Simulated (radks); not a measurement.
Values are calculated unless marked as measured or tabulated.
Coulomb parameter of the 4f shell of the terbium ion Tb2+ in the model configuration [Xe] 4f7 5d2, as a second difference U = [E(n + 1) + E(n - 1) - 2 E(n)] / (1)^2 with all orbitals relaxed. "Bare": the charge of the atom changes with n. "Screened": the 5d shell takes up the change at fixed total charge, which measures U(4f,4f) + U(5d,5d) - 2 U(4f,5d). Code: a radial shooting solver on a logarithmic mesh with Libxc functionals. Model: Dirac Kohn-Sham, LDA (Slater exchange, Perdew-Wang correlation), spin-unpolarised, spherical densities, finite nucleus; open shells are shared between the two j in proportion to 2j + 1; Fermi nuclear charge, rms radius 5.06 fm.

\begin{tabular}{lrr}
case & configuration & E - E(n) (eV) \\ \hline
start & [Xe] 4f7 5d2 & 0.000 \\
bare +1 & [Xe] 4f8 5d2 & -21.582 \\
bare -1 & [Xe] 4f6 5d2 & 39.650 \\
screened +1 & [Xe] 4f8 5d1 & -10.372 \\
screened -1 & [Xe] 4f6 5d3 & 16.120 \\
\end{tabular}

U(bare) = 18.068 eV, U(screened by 5d) = 5.748 eV.
